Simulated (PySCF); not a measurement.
**How methods differ on the ionisation energy of I⁴⁹⁺**

I⁴⁹⁺ [He] 2s2 (1S) → I⁵⁰⁺ [He] 2s1 (2S), as a difference of total energies. Calculation: PySCF 2.14, in an uncontracted even-tempered set (19 s from 26 bohr⁻², ratio 2.2; 8 p from 39 bohr⁻², ratio 2.4; 5 d from 120 bohr⁻², ratio 2.4; 5 f from 180 bohr⁻², ratio 2.4; 4 g from 260 bohr⁻², ratio 2.4); scalar relativity by spin-free X2C-1e. Correlated levels: nothing frozen; virtual orbitals above 40 to 60 times the deepest correlated orbital energy dropped. The calculations carry no spin-orbit coupling.

```csv
method,ionisation energy (eV)
UHF,9205.1
LDA,9200.1
PBE,9211.0
PBE0,9209.9
r2SCAN,9203.3
r2SCANh,9203.7
B97-3,9208.5
MP2 (all electrons),9210.9
SCS-MP2 (all electrons),9212.0
```

Question: How much does correlation contribute at MP2 (all electrons)?

Answer: 9210.9 − (9205.1) = 5.8 eV, measured against UHF.

For this ion Breit and QED terms and the two-electron picture change, all absent here, outweigh the differences among the correlated methods.

For comparison: 9196 ± 4 eV (theoretical estimate listed by NIST; NIST Atomic Spectra Database, ionization energies).
